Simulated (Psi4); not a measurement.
Complex: HF (SMILES F) (first 2 atoms) with CH4S (SMILES CS); geometry from B3LYP-D3(BJ)/def2-TZVP.
(charge 0, multiplicity 1):
```tsv
atom	x (Å)	y (Å)	z (Å)
F	0.3113	0.5176	-0.5861
H	0.4766	0.0595	0.2238
C	0.2261	1.1784	2.8118
S	0.6235	-0.5291	2.3040
H	-0.1410	1.1993	3.8348
H	1.1606	1.7330	2.7548
H	-0.4935	1.6253	2.1309
H	-0.6236	-1.0245	2.3712
```

Computed with SAPT0/jun-cc-pV(D+d)Z run with Psi4.

Which attractive term is largest, and how does the interaction split up?

electrostatics -10.59, exchange 12.11, induction -5.64, dispersion -2.17, total -6.29 kcal/mol; the largest attraction is electrostatics.
